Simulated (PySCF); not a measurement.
## Working out the ionisation energy of Sb²⁺

Sb²⁺ [Kr] 4d10 5s2 5p1 (2P) → Sb³⁺ [Kr] 4d10 5s2 (1S). All numbers are calculated (PySCF 2.14, scalar relativity by spin-free X2C-1e, in x2c-TZVPPall with one added diffuse shell each of s, p, d, f type (9s7p5d3f, 76 functions)). Frozen: [Kr] 4d10. Energies in hartree (1 hartree = 27.21139 eV):

| part | Sb²⁺ (lower) | Sb³⁺ (upper) |
| --- | --- | --- |
| UHF | -6477.049627 | -6476.163476 |
| CCSD correlation | -0.045237 | -0.035287 |
| (T) | -0.000577 | 0.000000 |

Q: What does Hartree-Fock give?

A: (-6476.163476) − (-6477.049627) = 0.886151 hartree = 24.113 eV.

Q: What do CCSD and CCSD(T) give?

A: The CCSD correlation energies differ by 0.009950 hartree = 0.271 eV and the triples by 0.000577 hartree = 0.016 eV, so CCSD gives 24.384 eV and CCSD(T) 24.400 eV.

Reference: 25.323 eV (measured; NIST Atomic Spectra Database, ionization energies), between the lowest levels; spin-orbit coupling is absent from the calculation.

What remains against the reference includes basis incompleteness, the frozen core and higher excitations.
